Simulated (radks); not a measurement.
Results of a calculation; reference values are marked as such.
Task: Excited configurations of Sb I: one electron is placed in a higher orbital outside [Kr] 4d10 5s2 5p2. The ground configuration is [Kr] 4d10 5s2 5p3. Code: a radial shooting solver on a logarithmic mesh with Libxc functionals. Model: Dirac Kohn-Sham, BLYP, spin-unpolarised, spherical densities, finite nucleus; open shells are shared between the two j in proportion to 2j + 1; Fermi nuclear charge, rms radius 4.6802 fm. Excitation = E - E(ground); binding = E(ion) - E, where the ion is the core of charge +1; n* = 1/sqrt(2 binding) in atomic units, and the quantum defect is n - n*. Eigenvalue and <r> are those of j = l + 1/2.

outer orbital  excitation (eV)  binding (eV)     n*  quantum defect  eigenvalue (eV)  <r> (bohr)
5d                       6.348         1.866  2.700           2.300           -0.532       8.005
6s                       5.014         3.200  2.062           3.938           -1.677       6.671
7s                       6.619         1.595  2.921           4.079           -0.905       13.46
7d                       7.428         0.786  4.160           2.840           -0.433       25.03
7f                       7.812         0.402  5.821           1.179           -0.268       62.62

Estimate the row for 6p.

Result: excitation (eV) 6.119; binding (eV) 2.095; n* 2.548; quantum defect 3.452; eigenvalue (eV) -1.008; <r> (bohr) 9.079. The Delta-SCF ionisation energy is 8.214 eV (NIST Atomic Spectra Database: 8.608 eV, measured). Self-interaction in the functional shifts the binding energies and quantum defects, so they are the method's values and not measured ones. Spin polarisation and multiplet splitting are left out, so open shells lie too high by an amount that depends on their filling. Sharing an open shell by 2j + 1 raises it above the true ground level by a part of the spin-orbit splitting, which enters the differences from NIST.

Beside tabulated values, note that spin-unpolarised runs miss the spin-polarisation part of the exchange energy of open shells.
